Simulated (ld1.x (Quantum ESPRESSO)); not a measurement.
# What one change does to a pseudopotential (silicon (Si), TM)

ld1.x (Quantum ESPRESSO) 7.5 input, shortened:

```
&input
   title='Si', zed=14., rel=0, dft='PBE', iswitch=3,
   config='[Ne] 3s2 3p0.5 3d-2'
 /
 &inputp
   pseudotype=2, tm=.true., lloc=1,
   nlcc=.true.
 /
3
3S  1  0   2.00   0.00  1.55  1.55  0.0
3D  3  2  -2.00   0.05  1.70  1.70  0.0
3P  2  1   0.50   0.00  1.80  1.80  0.0
 &test
   configts(1)='3s2 3p0.5'
 /
```

All-electron outer shells of the reference configuration (PBE, non-relativistic, ld1.x):

```
shell  level (eV)  outermost node (bohr)  outermost maximum (bohr)
   3s      -23.60                   0.72                      1.73
   3p      -15.96                   0.71                      1.96
```

Change: all radii but the core radius scaled by about 0.89 (s 1.38, p 1.60, d 1.52 bohr).

Cutoffs: the cutoffs (Ry, on a coarse ladder) from which the occupation-weighted sum of valence levels, in a spherical-Bessel basis at the reference potential, stays within 10 and 1 mRy of its value at 400 Ry; they do not see the model core or the augmentation charge, which bear on the density cutoff. Errors are all-electron minus pseudo energies relative to the spin-unpolarised reference configuration.

Q: What does the change do?

A: The potential gets harder (15 Ry and 40 Ry → 35 Ry and 80 Ry); of the 7 tests that both files solve, the error grows in 2 and shrinks in 1 by more than 15 % and 0.3 meV (median size 3.2 → 4.9 meV); neither file shows a bound ghost. A smaller radius makes the pseudo-wave follow the all-electron one further in, where it bends more sharply, so more plane waves are needed.

```tsv
quantity	base	changed
cutoff, loose	15 Ry	35 Ry
cutoff, tight	40 Ry	80 Ry
loose cutoff by channel (10 mRy a level)	s 12 Ry, p 6 Ry	s 30 Ry, p 6 Ry
bound ghosts	none	none
error for 3s2 3p2, meV [ΔE -14.65 eV]	+7.9	+9.1
error for 3s2 3p1, meV [ΔE -6.90 eV]	+1.5	+1.6
error for 3s2 3p0, meV [ΔE 9.11 eV]	+2.3	+2.4
error for 3s2 3p1.5, meV [ΔE -11.72 eV]	+4.7	+5.3
error for 3s1 3p0, meV [ΔE 43.01 eV]	+35	+34
error for 3s1 3p3, meV [ΔE -7.89 eV]	+3.2	+4.9
error for 3s1 3p2, meV [ΔE 0.47 eV]	-0.8	+0.1
```
